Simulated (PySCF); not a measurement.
A small calculation by hand: dipole moment from atomic charges

thiourea (CH4N2S), SMILES NC(N)=S. Atoms are numbered in the order given.

```xyz
8

N     -0.0578    -1.1562    -1.0536
C      0.0000     0.0000    -0.3161
N      0.0578     1.1562    -1.0536
S      0.0000     0.0000     1.3557
H      0.3054    -1.1706    -2.0095
H      0.0546    -2.0135    -0.5129
H     -0.3054     1.1706    -2.0095
H     -0.0546     2.0135    -0.5129
```

Geometry optimised at PBE-D3(BJ)/def2-SVP. Other conformers were not sampled.

Charges (e) from CAM-B3LYP/def2-TZVPD in PySCF:

```csv
atom,IAO,ESP fit
N1,-0.499,-0.693
C2,0.189,0.377
N3,-0.499,-0.693
S4,-0.331,-0.408
H5,0.273,0.373
H6,0.298,0.336
H7,0.273,0.373
H8,0.298,0.336
```

The dipole moment of the full density is 4.89 D.

Task: What dipole moment does each set of point charges give, and which comes closer to that of the density?

Result: 
μ = Σ q r, and 1 e Å = 4.8032 D.
IAO: Σ q r = (0.000, 0.000, -0.860) e Å, |μ| = 4.13 D.
ESP fit: Σ q r = (0.000, 0.000, -1.056) e Å, |μ| = 5.07 D.
ESP fit comes closer in size. Point charges leave out the atoms' own dipoles (lone pairs, polarised bonds); fits to the potential absorb them, partitions of the density don't.
